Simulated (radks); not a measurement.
Spherical quantum dot in the effective-mass picture: electrons in a parabolic well V = omega^2 r^2 / 2 with omega = 0.0569, with a point charge +1 (a donor) at the centre, all in effective atomic units (hartree* = m*/eps^2 hartree, bohr* = eps/m* bohr), one dielectric constant everywhere. Method: non-relativistic Kohn-Sham, LDA (Slater exchange, Perdew-Wang correlation), spin-polarised, spherical densities; computed with a radial shooting solver with Libxc functionals. Levels are named by radial order and angular momentum (1s, 1p, 1d, 2s, ...), and open shells are averaged over m. Results are scaled to m* = 0.162 and eps = 8, for which hartree* = 68.88 meV and bohr* = 2.613 nm. Each electron was tried in the lowest free levels, single moves between levels near the top were tried too, and the lowest total energy was kept; such a search can miss a lower state. At N = 1 the Hartree and exchange-correlation terms need not cancel, so that row can carry a self-interaction error.

N	open shells	2S	E (meV)	mu = E(N) - E(N-1) (meV)	addition energy mu(N+1) - mu(N) (meV)	e(HOMO) (meV)	rms radius (nm)
1	1s(up 1, down 0)	1	-32.6040	-32.604	31.94	-17.938	4.703
2	none	0	-33.2695	-0.66550	19.41	7.2687	7.321
3	2s(up 1, down 0)	1	-14.5213	18.748	6.355	21.687	13.78
4	1p(up 1, down 0) 2s(up 1, down 0)	2	10.5823	25.104	6.187	28.243	16.79
5	1p(up 2, down 0) 2s(up 1, down 0)	3	41.8729	31.291	5.892	34.287	19.03
6	1p(up 3, down 0) 2s(up 1, down 0)	4	79.0558	37.183	6.567	40.031	20.87
7	1p(up 3, down 0)	3	122.806	43.750	5.269	46.364	22.58
8	1p(up 3, down 1)	2	171.825	49.019	4.939	51.507	24.01
9	1p(up 3, down 2)	1	225.782	53.958	4.820	56.388	25.28
10	none	0	284.560	58.777	5.933	61.145	26.44
11	1d(up 1, down 0)	1	349.270	64.711	4.440	66.946	27.59
12	1d(up 2, down 0)	2	418.421	69.151	4.349	71.340	28.64
13	1d(up 3, down 0)	3	491.921	73.500	4.261	75.645	29.61
14	1d(up 4, down 0)	4	569.682	77.760	4.176	79.862	30.51
15	1d(up 5, down 0)	5	651.618	81.937	4.719	83.998	31.36
16	1d(up 5, down 1)	4	738.274	86.656	3.946	88.639	32.18
17	1d(up 5, down 2)	3	828.877	90.602	3.889	92.556	32.96
18	1d(up 5, down 3)	2	923.368	94.491	3.832	96.417	33.70
19	1d(up 5, down 4)	1	1021.69	98.323	3.776	100.22	34.41
20	none	0	1123.79	102.10	4.815	103.97	35.09
21	1f(up 1, down 0)	1	1230.70	106.91	3.609	108.73	35.77
22	1f(up 2, down 0)	2	1341.23	110.52	3.564	112.31	36.42
23	1f(up 3, down 0)	3	1455.31	114.09	3.521	115.85	37.04
24	1f(up 4, down 0)	4	1572.92	117.61	3.479	119.35	37.65
25	1f(up 5, down 0)	5	1694.00	121.09	3.438	122.81	38.23
26	1f(up 6, down 0)	6	1818.53	124.52	3.399	126.23	38.80
27	1f(up 7, down 0)	7	1946.45	127.92	3.871	129.61	39.34
28	1f(up 7, down 1)	6	2078.24	131.79	3.290	133.44	39.88
29	1f(up 7, down 2)	5	2213.32	135.08	3.259	136.72	40.40
30	1f(up 7, down 3)	4	2351.67	138.34	3.228	139.96	40.91
31	1f(up 7, down 4)	3	2493.24	141.57	-	143.17	41.41

All shells are closed at N = 2, 10, 20 (there: 1s2 1p6 1d10 2s2); the second difference of the energy has clear peaks (12 % above both neighbours; the first and last values, which can be the largest, are not judged, and half-filled shells can peak too) at N = 10, 15, 20, 27.
